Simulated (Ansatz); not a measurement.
Ansatz (an electronic-structure program) input (HF/3-21G): The .json file is the Basis Set Exchange's 3-21G.

Ansatz 0.2 input:
```yaml
crystal:
  periodic: [false, false, false]
  atoms:
    - {symbol: C, position_ang: [-0.00000000, -0.00000000, -0.78729058]}
    - {symbol: F, position_ang: [0.00000000, 0.00000000, 0.52486039]}
basis:
  gaussian:
    orbitals: 3-21G.json
hamiltonian:
  xc: {name: HF}
magnetization: {spin_polarized: true, initial_magnetization: 1}
phonons: {temperatures: {t_min: 298.15, t_max: 298.15, t_step: 100}}
```

Problem. Which harmonic wavenumbers does it give?

Solution. 1334 cm⁻¹ (unscaled; negative means imaginary).
